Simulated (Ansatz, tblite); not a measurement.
Isomers of AsSe₉⁻ (singlet), found by a short tight-binding search and relaxed with PBE-D4/def2-SVP in Ansatz.

The xTB rows come from tblite.

Other spin states weren't relaxed.

A:

```xyz
10

As   -0.7626   -1.6516   -1.1454
Se    0.5347    2.0358   -1.4449
Se   -2.6452    0.3485    1.5039
Se    1.6509   -1.9648   -0.6399
Se   -0.6023    3.3314    0.1773
Se    2.7586    1.6991   -0.7102
Se   -1.5836   -1.7216    1.2518
Se   -0.9756    1.9515    2.0802
Se   -0.8064   -3.8356   -1.7954
Se    2.4316   -0.1928    0.7227
```

B:

```xyz
10

As    1.426   -1.482    2.050
Se    3.065   -1.395    0.480
Se    0.472    0.905    2.193
Se   -0.244   -2.314    0.376
Se   -2.377   -1.456    0.813
Se   -2.511    0.847   -2.247
Se   -0.343    1.730   -2.792
Se   -2.375    0.827    0.127
Se    1.226    0.472   -1.435
Se    1.661    1.865    0.435
```

Task: Estimate their order by electronic energy at PBE0-D4/def2-SVP, counted from the lowest.

Result: B (0.00) < A (0.09), in eV.

Task: Do the other levels pick the same lowest one?

Result: Not GFN1-xTB, GFN2-xTB. Energies above each level's lowest (eV):

```json
{"level": "GFN1-xTB", "A": "0.00", "B": "0.25"}
{"level": "GFN2-xTB", "A": "0.00", "B": "0.21"}
{"level": "PBE-D4/def2-SVP", "A": "0.14", "B": "0.00"}
{"level": "r2SCAN-D4/def2-SVP", "A": "0.03", "B": "0.00"}
{"level": "PBE0-D4/def2-SVP", "A": "0.09", "B": "0.00"}
```
Point groups (tolerance 0.1 Å): A not assigned, B not assigned. A and B have the same bonds, so they are conformers or stereoisomers. Lower isomers may exist.
